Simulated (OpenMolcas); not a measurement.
Cr3+ (d3) among equal point charges was computed by CASSCF with the d shell active (OpenMolcas, ANO-RCC-VDZP on the metal). Its lowest spin-free states, and all those of the highest spin:

| 2S+1 | Degeneracy | E (cm-1) |
| --- | --- | --- |
| 4 | 2 | 0.0 |
| 4 | 1 | 1329 |
| 4 | 1 | 1856 |
| 4 | 2 | 3810 |
| 4 | 1 | 4018 |
| 4 | 1 | 16833 |
| 2 | 2 | 17493 |
| 2 | 1 | 17628 |
| 2 | 1 | 17673 |
| 2 | 1 | 18832 |
| 2 | 1 | 18898 |
| 2 | 2 | 19203 |
| 4 | 2 | 25048 |

Is the site octahedral, tetrahedral or cube-like, axial, or of lower symmetry?

The states with 2S+1 = 4 have orbital degeneracies 2, 1, 1, 2, 1, 1, 2. There are pairs but no triples, so the site is axial: not cubic, but with a proper or improper axis of order three or more. The run had Cr3+ among 4 point charges of -2 e arranged as a square (D4h), 2.23 Å from the ion.

An orbital doublet at a regular site is open to a Jahn-Teller distortion, which this geometry leaves out. Without dynamic correlation the repulsion within the d shell is too large (B by tens of per cent), so at a given field states of lower spin stand too high. The ground term spreads over less than 5000 cm-1, several times less than with real ligands, so orbital moments are less quenched and χT lies further from the spin-only value than at real sites. This is an electrostatic model: the charges have no orbitals. No measured value stands beside these numbers.
